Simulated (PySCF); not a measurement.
**Electronic structure of Pr⁺ (praseodymium, charge +1) at the PBE0 level**

Configuration: [Xe] 4f2 5d1 6s1, one real determinant (an excited configuration). Calculation: PySCF 2.14, in cc-pVDZ-X2C (8s7p5d3f1g, 84 functions); the spin-free X2C one-electron Hamiltonian (Gaussian nucleus).

* Total energy: -9235.95 hartree
* One-electron energy: -12580.30 hartree
* Hartree (Coulomb) energy: 3562.36 hartree
* Exchange-correlation energy: -218.01 hartree
* ⟨S²⟩: 6.0011
* ⟨L²⟩: 30.018
* Sum of ⟨r⟩: 39.85 bohr
* Sum of ⟨r²⟩: 65.47 bohr²
* Traceless quadrupole moment −½Σ⟨3z² − r²⟩ along its main axis: -2.02 e·bohr²
* Langevin diamagnetic susceptibility: -51.8 ×10⁻⁶ cm³/mol

```tsv
shell	electrons	mean orbital energy (eV)	spread (eV)	rms radius, mean of both spins (bohr)
1s α	1	-41848.5	0	0.0275
1s β	1	-41848.5	0	0.0275
2s α	1	-6772.2	0	0.111
2s β	1	-6772.1	0	0.111
2p α	3	-6066.9	0.018	0.0997
2p β	3	-6066.8	0.015	0.0997
3s α	1	-1485.0	0	0.290
3s β	1	-1484.4	0	0.290
3p α	3	-1259.5	0.098	0.290
3p β	3	-1258.9	0.157	0.290
3d α	5	-939.15	0.171	0.268
3d β	5	-938.52	0.413	0.268
4s α	1	-311.85	0	0.660
4s β	1	-309.97	0	0.660
4p α	3	-237.11	0.078	0.701
4p β	3	-235.16	0.265	0.701
4d α	5	-128.57	0.707	0.779
4d β	5	-126.34	1.241	0.779
5s α	1	-51.711	0	1.57
5s β	1	-50.273	0	1.57
5p α	3	-32.445	0.019	1.83
5p β	3	-31.053	0.485	1.83
4f α	2	-16.024	0.116	1.16
5d α	1	-10.397	0	2.87
6s α	1	-9.524	0	4.27
```

⟨L²⟩ = 30.02 against 56 for a pure K term, so this real determinant mixes terms. Spin-orbit coupling, absent here, splits the open shell strongly.

Densities and radii are taken from the X2C orbitals without a picture-change correction, which distorts them close to the nucleus.
